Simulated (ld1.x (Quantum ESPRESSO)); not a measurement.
# Scattering properties, TM potential for Br

- Element: bromine
- Generator: ld1.x (Quantum ESPRESSO) 7.5
- Type: norm-conserving Troullier–Martins (Kleinman–Bylander form)
- Functional: LDA (PZ)
- Relativity: scalar-relativistic
- Frozen core: [Ar] 3d10
- Valence charge: 7
- Reference configuration: 4s2 4p5
- Partial waves: 4s (bound): rc 1.25 bohr; 4p (bound): rc 1.40 bohr; 4d channel at 0.05 Ry: rc 1.40 bohr
- Local potential: all-electron potential smoothed inside 1.00 bohr (lloc = -2)
- Core correction: Bessel-smoothed model core inside 1.20 bohr

The phase is arctan(r·u′/u) with u = r·R(r), unwrapped; energies in Ry, scanned from -3 to 5 Ry. A pole is an energy at which the radial function vanishes at the test radius. The pseudo phase is shifted by a multiple of π to meet the all-electron one at the reference energy, and phase errors are pseudo minus all-electron; the curves can meet again beyond the range given. Levels narrower than the energy grid can be missing from the lists of poles.

Q: For each channel, where are the poles, and over which energies does the pseudopotential scatter like the atom?

A:

```json
{"channel": "s", "radius (bohr)": "1.55", "reference energy (Ry)": "-1.49", "poles, all-electron": "4.31", "poles, pseudo": "0.34", "unbroken range about the reference energy with phases within 0.05 rad": "below -0.3", "phase error 1 Ry above the reference energy (rad)": "-0.032"}
{"channel": "p", "radius (bohr)": "1.55", "reference energy (Ry)": "-0.59", "poles, all-electron": "none", "poles, pseudo": "4.49", "unbroken range about the reference energy with phases within 0.05 rad": "below 2.7", "phase error 1 Ry above the reference energy (rad)": "-0.014"}
{"channel": "d", "radius (bohr)": "1.55", "reference energy (Ry)": "0.05", "poles, all-electron": "none", "poles, pseudo": "none", "unbroken range about the reference energy with phases within 0.05 rad": "below 1.4", "phase error 1 Ry above the reference energy (rad)": "-0.020"}
```

Phases in the d channel:

```
E (Ry)  all-electron  pseudo
 -3.00         1.294   1.259
 -2.52         1.267   1.242
 -2.04         1.239   1.221
 -1.56         1.209   1.197
 -1.08         1.174   1.167
 -0.60         1.131   1.129
 -0.12         1.079   1.079
  0.36         1.011   1.010
  0.84         0.919   0.909
  1.32         0.791   0.749
  1.80         0.605   0.474
  2.28         0.334   0.006
  2.76        -0.030  -0.569
  3.24        -0.418  -0.987
  3.72        -0.736  -1.228
  4.20        -0.960  -1.373
  4.68        -1.112  -1.469
```
